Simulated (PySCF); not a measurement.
**Level sweep**

CH8SeSi2.
SMILES: `C[SiH2][Se][SiH3]`

PySCF, dipoles from the SCF density, polarisabilities from static response with core orbitals frozen. Isolated species at its PBE0-D3(BJ)/def2-SVP geometry (one conformer only). The B3LYP/def2-SVPD calculation is non-relativistic and has no spin–orbit coupling, an omission that weighs most on selenium.

The anisotropy is √(½[(α1 − α2)² + (α2 − α3)² + (α3 − α1)²]).

```csv
level,μ (D),α (Å³),anisotropy (Å³)
B3LYP/def2-SVPD,1.525,14.66,4.02
PBE0/def2-SVPD,1.579,14.56,4.01
BHandHLYP/def2-SVPD,1.610,14.13,3.74
CAM-B3LYP/def2-SVPD,1.591,14.42,3.85
wB97X-D/def2-SVPD,1.640,14.42,3.83
LC-wPBE/def2-SVPD,1.672,14.08,3.72
PBE0/6-31G*,1.929,11.86,4.22
PBE0/def2-SVP,1.646,12.43,4.27
PBE0/aug-cc-pVDZ,1.573,14.74,4.06
PBE0/def2-TZVP,1.544,13.86,4.20
PBE0/def2-TZVPD,1.538,14.69,4.06
```

The dipole runs from 1.53 D (B3LYP/def2-SVPD) to 1.93 D (PBE0/6-31G*). No reference polarisability is at hand; against PBE0 in the largest diffuse basis at hand (def2-TZVPD) the other PBE0 rows deviate by 6-31G* -19%, def2-SVP -15%, def2-SVPD -1%, aug-cc-pVDZ 0%, def2-TZVP -6%. In one basis (def2-SVPD) the functionals order the polarisability from LC-wPBE (lowest) to B3LYP (highest), a spread of 4%. With PBE0 the polarisability is 12.72 Å³ without diffuse functions (mean of 6-31G*, def2-SVP and def2-TZVP) and 14.66 Å³ with them (mean of def2-SVPD, aug-cc-pVDZ and def2-TZVPD).

Without π bonds the low states are Rydberg-like; a valence basis with one diffuse set may place them up to an eV too high.
